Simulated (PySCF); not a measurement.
# Dipole response of Cu⁺ (copper, charge +1)

[Ar] 3d10, closed-shell 1S. All numbers are calculated (PySCF 2.14, scalar relativity through the core potential, in aug-cc-pVQZ-PP with ECP10MDF (7s7p6d4f3g2h, 135 functions)). Coupled (time-dependent) response in atomic units; α is the mean over directions.

| method | mean α (bohr³) | C₆ (like pair) | S(−4) |
| --- | --- | --- | --- |
| UHF | 5.182 | 16.51 | 17.87 |
| PBE | 7.751 | 25.71 | 57.52 |
| PBE0 | 6.803 | 22.33 | 39.07 |

S(−4) is the Cauchy moment in α(ω) = α(0) + S(−4) ω² + …

α(iu) at UHF:

```json
{"u (hartree)": "0", "α(iu) (bohr³)": "5.182"}
{"u (hartree)": "0.0500", "α(iu) (bohr³)": "5.138"}
{"u (hartree)": "0.100", "α(iu) (bohr³)": "5.013"}
{"u (hartree)": "0.200", "α(iu) (bohr³)": "4.603"}
{"u (hartree)": "0.300", "α(iu) (bohr³)": "4.123"}
{"u (hartree)": "0.500", "α(iu) (bohr³)": "3.300"}
{"u (hartree)": "0.750", "α(iu) (bohr³)": "2.597"}
{"u (hartree)": "1.00", "α(iu) (bohr³)": "2.118"}
{"u (hartree)": "1.50", "α(iu) (bohr³)": "1.503"}
{"u (hartree)": "2.00", "α(iu) (bohr³)": "1.132"}
{"u (hartree)": "3.00", "α(iu) (bohr³)": "0.7199"}
{"u (hartree)": "5.00", "α(iu) (bohr³)": "0.3714"}
```

A single London oscillator, α(iu) = α/(1 + u²/ω²), gives C₆ = (3/4) ω α². Matching the computed C₆ needs ω = 4 × 16.51 / (3 × 5.182²) = 0.820 hartree.

For an ion, C₆ is the dispersion term alone; charge-induced terms of lower order in 1/R come first.

Energies and moments cover only the electrons outside the core potential.
